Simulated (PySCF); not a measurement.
**Static response to an electric field**

CH₆NPSi.
Numbering: `[H]/[N:1]=[CH:2]\[SiH2:3][PH2:4]` (hydrogens: H5 on N1; H6 on C2; H7, H8 on Si3; H9, H10 on P4)

Geometry (PBE0-D3(BJ)/def2-SVP, Å), atoms numbered from 1 in this order:
```xyz
10
CH6NPSi angstrom
N     -2.0828   -1.1581   -0.0270
C     -1.1293   -0.5810   -0.6415
Si    -0.1254    0.9114   -0.0297
P      1.9669    0.3290    0.6186
H     -2.2849   -0.6816    0.8620
H     -0.8375   -1.0213   -1.6159
H      0.0124    1.9347   -1.1103
H     -0.8462    1.4946    1.1443
H      2.2362   -0.3563   -0.6070
H      1.5232   -0.8532    1.2887
```

Level: CAM-B3LYP/def2-SVPD (PySCF), static field, nuclei fixed, core orbitals frozen in the response. The polarisability tensor in these axes (au):

```
x   92.18  6.10  1.77
y    6.10 70.23 -0.01
z    1.77 -0.01 67.51
```

Problem. Diagonalise the tensor; give its mean and Δα, where Δα² is half the sum of the squared differences of the eigenvalues.

Solution. Principal values 67.25, 68.79 and 93.87 au; mean 76.64 au = 11.36 Å³ = 12.64 × 10⁻⁴⁰ C²·m²/J; Δα = 25.89 au (34 % of the mean).

Problem. What is the dipole moment, and where does it point?

Solution. (0.91, 1.00, 0.00) D, 1.35 D in size, pointing from the negative to the positive side. Measured along this direction, the outermost atoms are N1 at the negative end and P4 at the positive end.

Problem. Find the Langevin capture rate constant for NO+ (29.998 u) meeting this molecule (91.001 u), k = 2.342 × 10⁻⁹ cm³/s × √(α in Å³ / reduced mass in u).

Solution. The reduced mass is 22.56 u, so k = 1.66 × 10⁻⁹ cm³/s. The formula leaves out the permanent dipole, which adds to the capture rate.

Problem. Rayleigh depolarisation ratio (linearly polarised light, static tensor)?

Solution. ρ = 3Δα²/(45ᾱ² + 4Δα²) = 2010.5/(264309 + 2680.6) = 0.00753.

Problem. Along which axes do the principal values lie, and how far do the nuclei extend along each?

Solution. Largest value along (0.97, 0.25, 0.06), where the nuclei span 4.35 Å; middle along (-0.22, 0.93, -0.31), 3.65 Å; least along (-0.14, 0.28, 0.95), 3.33 Å. The response follows the extents in order.

Problem. Give the eigenvalues of the traceless quadrupole moment Θ = ½Σq(3rr − r²1), origin at the centre of nuclear charge.

Solution. -13.56, 4.34, 9.22 D·Å. The values depend on the origin, since the dipole doesn't vanish. The electronic extent ⟨r²⟩ about the same centre is 660 bohr², a root-mean-square distance of 1.96 Å for the 48 electrons.

Problem. Sum over states: ᾱ = Σ f/ω², ω in Eh. What share falls to these 10 lowest TDDFT singlets (eV, f)? 4.29, 0.0045; 6.42, 0.2031; 6.52, 0.0257; 6.59, 0.0269; 6.86, 0.0866; 7.05, 0.0354; 7.29, 0.0112; 7.51, 0.0164; 7.54, 0.0607; 7.72, 0.0844.

Solution. They add up to 8.84 au, 11.5 % of the 76.64 au; the largest single term is 3.65 au, from the state at 6.42 eV. Terms in order: 0.18, 3.65, 0.45, 0.46, 1.36, 0.53, 0.16, 0.21, 0.79, 1.05 au. Higher excitations give the rest. The strengths listed sum to 0.555.

The structure is a single PBE0-D3(BJ)/def2-SVP conformer in the gas phase; no vibrational or solvent corrections.

The run behind these numbers computed excited states and ΔSCF ions as well. Hardware: an Arm Neoverse N1 with one thread, no GPU, shared host. Cost: 1.8 min wall (with the writing of density and orbital grids), 0.67 GiB resident at most.
